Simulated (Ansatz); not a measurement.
Relaxation of C2H3OSi (7 atoms, charge -1, multiplicity 1), to a largest force component of 0.02 eV/Å in at most 50 steps.

Theory: RKS PBE/6-31G* in Ansatz.

```xyz
7
Properties=species:S:1:pos:R:3
C -0.855 0.920 -0.128
C 0.007 -0.083 -0.188
Si 1.581 -1.014 -0.354
O -0.228 -1.416 -0.259
H -1.938 0.792 -0.109
H -0.503 1.947 -0.079
H 0.395 0.831 0.263
```

Question: Where does it end, and by what steps?

Answer: The run converged. Limits of this set-up: an anion without diffuse functions, the dipole of an ion depends on the origin. After 17 steps the energy has fallen by 4.927 eV; H7 moved furthest, 2.08 Å. Parted: C1–H7, C2–H7. Joined: Si3–H7.

| step | energy less start (eV) | largest force component (eV/Å) | accepted |
| --- | --- | --- | --- |
| 0 | 0.0000 | 4.753 | yes |
| 1 | -1.0976 | 2.557 | yes |
| 2 | -1.9651 | 1.433 | yes |
| 3 | -2.4303 | 1.223 | yes |
| 4 | -2.7487 | 0.906 | yes |
| 5 | -3.0660 | 1.262 | yes |
| 6 | -3.4215 | 1.818 | yes |
| 7 | -3.8704 | 2.557 | yes |
| 8 | -4.3487 | 1.231 | yes |
| 9 | -4.5965 | 1.569 | yes |
| 10 | -4.7353 | 1.066 | yes |
| 11 | -4.8646 | 0.558 | yes |
| 12 | -4.9024 | 0.448 | yes |
| 13 | -4.9229 | 0.201 | yes |
| 14 | -4.9261 | 0.096 | yes |
| 15 | -4.9264 | 0.059 | yes |
| 16 | -4.9263 | 0.067 | no |
| 17 | -4.9266 | 0.008 | yes |

```xyz
7
Properties=species:S:1:pos:R:3
C -1.198 1.073 -0.386
C -0.211 0.149 -0.315
Si 1.497 -0.654 -0.383
O -0.301 -1.176 -0.058
H -2.254 0.805 -0.226
H -0.968 2.122 -0.602
H 1.892 -0.343 1.116
```

Time of the run: 34 s on 1 thread of Intel(R) Xeon(R) Platinum 8175M CPU @ 2.50GHz (Skylake/Cascade Lake), with other jobs on the host, peak memory 0.15 GiB.
